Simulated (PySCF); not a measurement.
C₂H₈FNSi₂, SMILES F[C@H]([SiH3])/N=C\[SiH3].

Geometry: B3LYP-D3(BJ)/def2-SVP. The structure was generated by enumeration; whether it is a known compound was not checked. Other conformers were not sampled.

The numbers are results of TDA-PBE0/def2-SVPD in PySCF, not measurements.

Vertical excitations. 

| state | energy (eV) | λ (nm) | f | main pairs |
|---|---|---|---|---|
| S1 | 4.40 | 282 | 0.000 | HOMO→LUMO 99 % |
| S2 | 6.21 | 200 | 0.348 | HOMO−1→LUMO 90 % |
| S3 | 6.66 | 186 | 0.000 | HOMO→LUMO+1 96 % |
| S4 | 6.79 | 183 | 0.014 | HOMO−2→LUMO 97 % |
| S5 | 7.24 | 171 | 0.109 | HOMO→LUMO+2 90 % |
| S6 | 7.27 | 171 | 0.017 | HOMO−1→LUMO+1 90 % |
| S7 | 7.41 | 167 | 0.002 | HOMO→LUMO+3 69 %, HOMO→LUMO+5 17 % |
| S8 | 7.46 | 166 | 0.008 | HOMO−3→LUMO 60 %, HOMO→LUMO+3 16 %, HOMO→LUMO+4 13 % |
| S9 | 7.59 | 163 | 0.008 | HOMO−5→LUMO 47 %, HOMO−4→LUMO 44 % |
| S10 | 7.64 | 162 | 0.039 | HOMO−4→LUMO 37 %, HOMO−5→LUMO 29 %, HOMO−3→LUMO 9 %, HOMO−1→LUMO+2 9 % |
| T1 | 3.59 | 346 | 0 | HOMO→LUMO 97 % |
| T2 | 4.17 | 297 | 0 | HOMO−1→LUMO 85 % |
| T3 | 6.49 | 191 | 0 | HOMO−2→LUMO 91 % |
| T4 | 6.50 | 191 | 0 | HOMO→LUMO+1 83 % |
Triplets are in the Tamm–Dancoff approximation.
